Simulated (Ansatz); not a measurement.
`O[SiH2][SiH2]P` + `CCCOC` → `COC[SiH2]P` + `CC[SiH2]O`  (formal exchange of groups at the Si–Si bond)

Isolated molecules relaxed with PBE0-D4/def2-TZVP in Ansatz; ΔE leaves out vibrations. CBS: MP2 limit from def2 TZ/QZ plus the TZ coupled-cluster correction, frozen cores. Functionals use def2-TZVPP. B3LYP here is the variant with VWN-RPA as its local correlation; programs differ in this. Each species was taken in one conformer, which may not be the lowest.

`O[SiH2][SiH2]P`:

Cartesian coordinates in Å:
```
O 1.211 0.628 -1.472
Si -0.092 -0.377 -1.289
Si -1.076 0.237 0.738
P 0.415 0.264 2.437
H 1.741 0.530 -2.264
H -1.030 -0.251 -2.444
H 0.335 -1.806 -1.232
H -1.684 1.593 0.646
H -2.154 -0.730 1.087
H 0.930 -1.024 2.125
H 1.404 0.935 1.668
```

`CCCOC`:

Z-matrix (Å, degrees):
```
C
C 1 1.518
H 1 1.094 2 111.4
H 1 1.094 2 111.4 3 -120.1
H 1 1.092 2 111.2 3 120.0
C 2 1.510 1 112.1 3 60.1
H 2 1.094 1 110.4 3 -178.8
H 2 1.094 1 110.4 3 -61.1
O 6 1.403 2 109.4 1 -180.0
H 6 1.103 2 110.2 1 58.9
H 6 1.103 2 110.2 1 -58.8
C 9 1.398 6 112.5 2 -180.0
H 12 1.090 9 107.7 6 -180.0
H 12 1.100 9 111.6 6 -60.6
H 12 1.100 9 111.6 6 60.6
```

`COC[SiH2]P`:

Cartesian coordinates in Å:
```
C 2.146 -0.130 -1.529
O 1.140 0.569 -0.846
C 0.194 -0.288 -0.255
Si -1.111 0.752 0.630
P -2.608 -0.678 1.534
H 2.705 -0.790 -0.851
H 1.727 -0.740 -2.341
H 2.829 0.607 -1.953
H -0.296 -0.923 -1.012
H 0.675 -0.973 0.462
H -1.843 1.594 -0.352
H -0.461 1.631 1.637
H -1.792 -0.985 2.656
H -3.306 0.353 2.217
```

`CC[SiH2]O`:

```xyz
12

C    -0.719    1.128   -0.693
C    -0.893   -0.151    0.122
Si    0.700   -1.090    0.388
O     1.832   -0.193    1.193
H    -0.294    0.920   -1.679
H    -0.053    1.833   -0.189
H    -1.671    1.642   -0.851
H    -1.329    0.075    1.101
H    -1.597   -0.830   -0.375
H     1.238   -1.506   -0.941
H     0.467   -2.288    1.233
H     2.318    0.461    0.690
```

| level | ΔE (kcal/mol) |
| --- | --- |
| B3LYP-D4 | -1.9 |
| ωB97X-V | -1.7 |
| ωB97M-V | -3.6 |
| PBE | 0.1 |
| r2SCAN | -1.5 |
| B3LYP | -1.9 |
| SCS-MP2/def2-TZVPP | -3.1 |
| SCS-MP2/def2-QZVPP | -3.3 |

(1) What does CCSD(T)/CBS give? (An estimate is asked.)

Largest T1 diagnostic among the species: 0.013.

## Answers

(1) Computed: -2.1 kcal/mol. The listed levels differ from it by 0.2, 0.4, -1.5, 2.2, 0.6, 0.2, -1.0, -1.2 kcal/mol.
